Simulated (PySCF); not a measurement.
C3H6BrF.

```xyz
11

C     -2.1700    -0.1147    -0.2319
C     -1.0220    -1.0498     0.0850
F     -1.4742    -2.0400     0.9575
C      0.1614    -0.3977     0.7882
Br     1.1078     0.8550    -0.3847
H     -1.8496     0.6668    -0.9354
H     -2.9998    -0.6784    -0.6825
H     -2.5338     0.3668     0.6895
H     -0.6666    -1.5551    -0.8299
H     -0.1631     0.1695     1.6703
H      0.8901    -1.1601     1.0884
```

Geometry optimised at B3LYP-D3(BJ)/def2-SVP. One conformer was computed; it need not be the lowest.

These are KT2/pcSseg-1 (PySCF) values and carry that method's errors. Non-relativistic, no solvent.

Computed absolute GIAO shielding of each atom: isotropic value and principal components (ppm):
| atom | σ(iso) | σ11 | σ22 | σ33 | span |
|---|---|---|---|---|---|
| C1 | 163.0 | 150.8 | 154.1 | 184.0 | 33.3 |
| C2 | 89.7 | 52.0 | 70.0 | 147.1 | 95.0 |
| F3 | 337.5 | 307.2 | 334.4 | 370.9 | 63.8 |
| C4 | 137.9 | 112.1 | 142.2 | 159.5 | 47.5 |
| Br5 | 2312.5 | 1885.6 | 2044.7 | 3007.3 | 1121.7 |
| H6 | 29.4 | 23.6 | 31.0 | 33.4 | 9.8 |
| H7 | 29.6 | 25.9 | 26.9 | 36.1 | 10.2 |
| H8 | 30.2 | 26.9 | 28.4 | 35.4 | 8.5 |
| H9 | 26.6 | 23.7 | 27.8 | 28.3 | 4.6 |
| H10 | 28.2 | 22.7 | 27.2 | 34.7 | 11.9 |
| H11 | 27.6 | 21.0 | 27.4 | 34.5 | 13.5 |
